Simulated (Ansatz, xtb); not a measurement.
Diatomic NiS, closed-shell singlet (not the ground state: that is measured with 2S+1 = 3). No spin–orbit coupling. Ni is treated without relativity. The T1 diagnostic near the minimum is 0.123, so single-reference values are doubtful.

The constants come from a fifth-degree fit in 1/R (seven points, main isotopes). Runs in def2 and cc sets follow the lowest solution found near the PBE0 minimum. The singlet is held restricted.

Correlated levels freeze the inner cores; with def2 sets outer-core shells near the valence are correlated too.

Run with Ansatz (an electronic-structure program); xtb for the GFN methods. Each number belongs to the level named beside it.

```tsv
level	r_e (Å)	ω_e (cm⁻¹)	ω_e x_e (cm⁻¹)	dipole (D)
GFN2-xTB	2.003	385	3.3	-
PBE/def2-TZVPP	1.969	506	1.9	3.07
r2SCAN/def2-TZVPP	1.951	525	1.9	3.52
B97M-V/def2-TZVPP	1.968	513	1.9	3.61
PBE0/def2-TZVPP	1.951	530	1.8	4.01
BHLYP/def2-TZVPP	1.956	539	1.6	4.88
CAM-B3LYP/def2-TZVPP	1.943	___	1.7	3.95
B2PLYP/def2-TZVPP	___	___	3.5	-
```

What belongs in the gaps?


- B2PLYP/def2-TZVPP, r_e (Å): 1.985
- B2PLYP/def2-TZVPP, ω_e (cm⁻¹): 444
- CAM-B3LYP/def2-TZVPP, ω_e (cm⁻¹): 545

Doubts at one or more of the structures used: a restricted determinant that unrestricted orbitals would lower (B2PLYP/def2-TZVPP).
